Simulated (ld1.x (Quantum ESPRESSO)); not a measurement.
## Hf (Z = 72) RRKJ: all-electron and pseudo phase curves

ld1.x (Quantum ESPRESSO) 7.5 input, shortened:

```
&input
   title='Hf', zed=72., rel=1, dft='PZ', iswitch=3,
   config='[Xe] 4f14 5d2 6s1 6p1'
 /
 &inputp
   pseudotype=2, tm=.false., rho0=0.005, lloc=-1, rcloc=2.70,
   nlcc=.true.
 /
3
6S  1  0   1.00   0.00  3.05  3.05  0.0
6P  2  1   1.00   0.00  3.00  3.00  0.0
5D  3  2   2.00   0.00  2.30  2.30  0.0
 &test
   configts(1)='5d2 6s1 6p1'
 /
```

The phase is arctan(r·u′/u) with u = r·R(r), unwrapped; energies in Ry, scanned from -2 to 5 Ry. A pole is an energy at which the radial function vanishes at the test radius. The pseudo phase is shifted by a multiple of π to meet the all-electron one at the reference energy, and phase errors are pseudo minus all-electron; the curves can meet again beyond the range given. Levels narrower than the energy grid can be missing from the lists of poles.

```csv
channel,radius (bohr),reference energy (Ry),"poles, all-electron","poles, pseudo",unbroken range about the reference energy with phases within 0.05 rad,phase error 1 Ry above the reference energy (rad)
s,3.29,-0.46,0.70,"-0.02, 0.90",below -0.1,-3.101
p,3.29,-0.16,1.81,"0.89, 2.83",below 0.2,-0.185
d,3.29,-0.30,"0.02, 3.84","0.02, 4.07",below 1.3,+0.007
```

Note: ghost state, extra bound levels that the all-electron valence spectrum of the same l lacks: s at -0.60 eV. A true bound ghost makes a file unfit for plane-wave use.

Phases in the s channel:

| E (Ry) | all-electron | pseudo |
| --- | --- | --- |
| -2.00 | 1.288 | 1.284 |
| -1.76 | 1.253 | 1.248 |
| -1.52 | 1.202 | 1.196 |
| -1.28 | 1.123 | 1.115 |
| -1.04 | 0.979 | 0.968 |
| -0.80 | 0.655 | 0.642 |
| -0.56 | -0.138 | -0.143 |
| -0.32 | -0.939 | -0.946 |
| -0.08 | -1.268 | -1.355 |
| 0.16 | -1.417 | -4.466 |
| 0.40 | -1.502 | -4.596 |
| 0.64 | -1.559 | -4.662 |
| 0.88 | -1.602 | -4.709 |
| 1.12 | -1.640 | -4.745 |
| 1.36 | -1.675 | -4.778 |
| 1.60 | -1.711 | -4.808 |
| 1.84 | -1.752 | -4.840 |
| 2.08 | -1.803 | -4.875 |
| 2.32 | -1.873 | -4.917 |
| 2.56 | -1.982 | -4.973 |
| 2.80 | -2.179 | -5.056 |
| 3.04 | -2.610 | -5.195 |
| 3.28 | -3.412 | -5.479 |
| 3.52 | -4.013 | -6.131 |
| 3.76 | -4.282 | -6.944 |
| 4.00 | -4.416 | -7.344 |
| 4.24 | -4.496 | -7.524 |
| 4.48 | -4.548 | -7.622 |
| 4.72 | -4.586 | -7.684 |
| 4.96 | -4.615 | -7.727 |
